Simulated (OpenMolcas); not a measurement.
Potential curves of LuO: spin-free states

Calculated with OpenMolcas 26.06: state-averaged CASSCF(7,9) over Lu 6s 5d, O 2p, XMS-CASPT2 (IPEA 0.25, imaginary shift 0.2 hartree), scalar X2C, ANO-RCC-VDZP, then RASSI spin–orbit state interaction with atomic mean-field integrals. C2 symmetry about the axis (a holds Σ, Δ, Γ; b holds Π, Φ, H; Σ⁺ and Σ⁻ are not told apart); roots by multiplicity and irrep: 2a 4, 2b 2.

XMS-CASPT2 energies in eV from the lowest point. Curves are followed by energy order within each symmetry, so they are adiabatic and may change character at avoided crossings; Σ⁺ and Σ⁻ are counted together.

```
R (Å)  (1)2Σ  (1)2Π  (2)2Σ  (1)2Δ
1.605  1.286  5.530  4.608  4.097
1.676  0.538  4.139  3.596  3.313
1.730  0.212  3.370  3.064  2.949
1.783  0.043  2.790  2.687  2.737
1.845  0.000  2.304  2.406  2.639
1.908  0.081  1.982  2.257  2.661
1.997  0.355  1.739  2.219  2.832
2.140  1.018  1.684  2.453  3.288
2.407  2.355  2.167  3.556  4.222
```

With masses 174.941 and 15.995 u, fit the curves (1)2Σ, (2)2Σ, (1)2Δ near their minima.

At XMS-CASPT2, Te from the lowest curve (the fit fixes ωe to a per cent or two; the method's Re and ωe can be off by some per cent):

| curve | Te (cm⁻¹) | Re (Å) | ωe (cm⁻¹) |
| --- | --- | --- | --- |
| (1)2Σ | 0 | 1.833 | 790.3 |
| (2)2Σ | 17860 | 1.971 | 616.3 |
| (1)2Δ | 21270 | 1.863 | 718.1 |

Only roots inside an energy window near the equilibrium distance were included, so the list of states is not complete; labels number the states computed. Each spin and symmetry block has orbitals of its own, averaged over its own roots, so gaps between blocks are less sure than gaps within one and near the minimum can be off by tenths of an eV, in bad cases by more. No Rydberg orbitals are active, so Rydberg states, and σ→σ* states whose orbital the CASSCF left unused, can be missing between those listed. No roots were computed in blocks 4a, 4b (none fell in the window or the block failed), so states of that kind are missing and can lie low or lowest. For d and f metals this valence active space lacks a second d shell: the order of states is not reliable within half an eV or more, and the lowest computed state need not be the true ground state.
